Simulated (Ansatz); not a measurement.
Input for Ansatz (a first-principles code): U-CCSD(T)/def2-TZVPP on CdCl, 2S+1 = 2, a spin state set in the input, which need not be the lowest, a point of a bond scan (R = 2.358 Å). Elements past Kr take the def2 small-core potentials; no spin–orbit coupling.

Ansatz 0.2 input:
```yaml
crystal:
  periodic: [false, false, false]
  atoms:
    - {symbol: Cd, position_ang: [0.00000000, 0.00000000, 0.00000000]}
    - {symbol: Cl, position_ang: [0.00000000, 0.00000000, 2.35783400]}
basis:
  gaussian:
    orbitals: def2-TZVPP
magnetization: {spin_polarized: true, initial_magnetization: 1}
correlation: {method: ccsd_t, electrons: valence}
output: {orbitals: {seedname: ./end}}
```

The log:

```
WARN ansatz: RAYON_NUM_THREADS=2 ignored (pool sized by the plan → 2); use --threads N
Functional definition: HF
integrals: 0.16 GiB planned
640 factors; integrals over basis functions are off by at most 1.3e-3 eV
mean field: 0.25 GiB planned
mean field evaluation 1: about -17044.6183 eV, gradient 1.1e1 eV
mean field evaluation 2: about -17044.6249 eV, gradient 1.1e1 eV
mean field evaluation 4: about -17045.7163 eV, gradient 1.6e0 eV
mean field evaluation 8: about -17045.7868 eV, gradient 1.8e-1 eV
mean field evaluation 16: about -17045.5074 eV, gradient 6.6e0 eV
mean field evaluation 32: about -17042.3037 eV, gradient 2.7e-2 eV
mean field evaluation 64: about -17042.3037 eV, gradient 5.0e-4 eV
mean field -17045.78775695 eV, -626.4211460180 hartree, gradient 2.4e-6 eV, S^2 0.755579; 1 other end points of the search recorded, 0 dependent functions left out
determinant -17045.78775695 eV, -626.4211460180 hartree, with singles and doubles -17069.20867949 eV, -627.2818490461 hartree
determinant -17042.30374005 eV, -626.2931107586 hartree, with singles and doubles -17065.99382629 eV, -627.1637053701 hartree
5 core orbitals not correlated
reference -17045.78775695 eV, -626.4211460180 hartree; 14, 13 occupied and 79, 80 virtual orbitals, 640 factors
second order -23.77504316 eV of doubles, -0.00000000 eV of singles
coupled cluster: 0.61 GiB planned
cycle   1  -23.42630583 eV  change   -5.4e-3 eV  update   1.7e-3
cycle   2  -23.42728100 eV  change   -9.8e-4 eV  update   1.2e-3
cycle   3  -23.42723992 eV  change    4.1e-5 eV  update   5.0e-4
cycle   4  -23.42748075 eV  change   -2.4e-4 eV  update   2.0e-4
cycle   5  -23.42758486 eV  change   -1.0e-4 eV  update   4.0e-5
cycle   6  -23.42765772 eV  change   -7.3e-5 eV  update   1.8e-5
cycle   7  -23.42768496 eV  change   -2.7e-5 eV  update   4.7e-6
perturbative correction -0.71426730 eV, -0.0262488390 hartree
Total energy: -17069.92970920 eV, -627.3083463993 hartree
```

The run converged.

Cost: roughly 60 core-seconds.
